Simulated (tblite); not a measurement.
Compound: C₇H₅F₂O (doublet state).
Geometry (GFN2-xTB, Å), atoms numbered from 1 in this order:
```xyz
15
C7H5F2O angstrom
F      3.673   -0.400   -0.029
C      2.525    0.126    0.421
F      2.762    1.456    0.573
O      1.570   -0.118   -0.495
C      0.236   -0.027   -0.121
C     -0.203    0.661    1.011
C     -1.547    0.669    1.240
C     -2.493    0.079    0.460
C     -2.035   -0.587   -0.678
C     -0.685   -0.642   -0.960
H      2.321   -0.286    1.429
H      0.483    1.183    1.660
H     -3.545    0.118    0.692
H     -2.746   -1.068   -1.334
H     -0.320   -1.158   -1.834
```

Computed values, GFN2-xTB/tblite, gas phase, harmonic and unscaled. Errors from tens to a few hundred cm⁻¹ against measured bands are possible. One conformer, not necessarily the lowest. Open shells enter through the occupations alone, without spin polarisation, and single modes of such species can be off by tens of per cent.

Harmonic wavenumbers (cm⁻¹): 47.4, 69.6, 134.4, 218.2, 311.5, 356.8, 382.4, 474.6, 488.5, 553.4, 577.0, 610.0, 618.2, 759.2, 824.3, 832.0, 871.0, 899.2, 963.6, 975.9, 1077.2, 1087.0, 1098.0, 1129.7, 1152.7, 1198.7, 1233.6, 1274.7, 1283.7, 1292.0, 1402.9, 1438.9, 1519.3, 1612.5, 2843.7, 3076.0, 3088.1, 3097.7, 3110.2.

A = 3841, B = 764.4, C = 663.4 MHz; mass 143.031 u (most abundant isotopes); point group C1, symmetry number 1; spin multiplicity 2.

**Question.** What is the zero-point energy?

**Answer.** ½Σν̃ = 21992 cm⁻¹ = 62.88 kcal/mol.

**Question.** What is S at 298.15 K and 1 bar for an ideal gas of classical rigid rotors and harmonic oscillators?

**Answer.** Translation 40.81, rotation 29.49, vibration 22.40, spin (R ln 2) 1.38: S = 94.1 cal/(mol K).

**Question.** And Cp and H(298.15 K) − H(0)?

**Answer.** Cp = 33.49 cal/(mol K), of which vibrations give 25.54 (their classical limit is 39 R = 77.5); H(298.15 K) − H(0) = 5.95 kcal/mol without the zero-point energy, 3.58 from vibrations.

**Question.** Which modes carry the vibrational entropy at 298.15 K?

**Answer.** 47.4 cm⁻¹: 4.92; 69.6 cm⁻¹: 4.16; 134.4 cm⁻¹: 2.88; 218.2 cm⁻¹: 1.97; 311.5 cm⁻¹: 1.35; 356.8 cm⁻¹: 1.14 cal/(mol K); the other 33 give 5.96 together.

**Question.** Blend soft modes into free rotors: weight 1/[1 + (100 cm⁻¹/ν̃)⁴] for the oscillator and the rest for a rotor with moment μB/(μ + B), μ = h/(8π²ν), B = 10⁻⁴⁴ kg m². What vibrational entropy results?

**Answer.** 20.31 cal/(mol K) in place of 22.40, which changes −T·S at 298.15 K by +0.62 kcal/mol.

**Question.** What must be added to the electronic energy to get the Gibbs energy at 298.15 K and 1 bar?

**Answer.** ZPE + [H(298.15 K) − H(0)] − T·S = 62.88 + 5.95 − 28.05 = 40.78 kcal/mol.

Hindered rotation and anharmonicity are outside this model. Other conformers, if any are populated, would add a mixing term that is left out. The structure is chiral; the term R ln 2 for an equal mix with its mirror image is left out.
